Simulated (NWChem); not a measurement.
SiH2S, singlet; SMILES [SiH]S

Program: NWChem. Low-valent species are run as closed-shell singlets; no triplet was tried in these runs. The geometry was optimised at PBE-D3(BJ)/def2-SVP. B3LYP is NWChem's, with the RPA form of VWN correlation. Level: B3LYP/def2-SVP with SMD (1 M gas to 1 M solution), gas-phase geometry. Reactions with the solvent are ignored.

| solvent | dielectric constant | solvation free energy (kcal/mol) | cavity-dispersion-structure term (kcal/mol) | dipole in solution (D) |
|---|---|---|---|---|
| water | 78.4 | -1.0 | 0.9 | 1.09 |
| dichloromethane | 8.93 | -3.4 | -1.7 | 1.05 |
| ethanol | 24.9 | -3.4 | -1.5 | 1.08 |
| toluene | 2.37 | -2.9 | -1.8 | 0.94 |
| ethylene glycol | 40.2 | -2.1 | -0.2 | 1.08 |
